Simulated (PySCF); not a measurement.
## How methods differ on the ionisation energy of P⁺

P⁺ [Ne] 3s2 3p2 (3P) → P²⁺ [Ne] 3s2 3p1 (2P), as a difference of total energies. Calculation: PySCF 2.14, in aug-cc-pVDZ-DK (5s4p2d, 27 functions); scalar relativity by spin-free X2C-1e. Correlated levels: valence: [Ne] frozen. The calculations carry no spin-orbit coupling.

```tsv
method	ionisation energy (eV)	plus first-order spin-orbit estimate	difference from reference of that sum (eV)
UHF	19.160	19.154	-0.615
LDA	19.819	19.813	+0.044
PBE	19.788	19.782	+0.013
PBE0	19.818	19.812	+0.043
r2SCAN	19.936	19.931	+0.162
LC-wPBE	19.942	19.937	+0.168
B97-3	19.640	19.634	-0.135
TPSS	19.811	19.805	+0.036
M06-L	19.665	19.659	-0.110
MP2 (valence)	19.478	19.472	-0.297
SCS-MP2 (valence)	19.399	19.393	-0.376
```

Reference: 19.769 eV (semi-empirical (NIST evaluation); NIST Atomic Spectra Database, ionization energies).

A first-order spin-orbit estimate (lowest level to lowest level, LS coupling) adds -0.006 eV.

Errors of the correlated levels include the incompleteness of this basis and the frozen core.
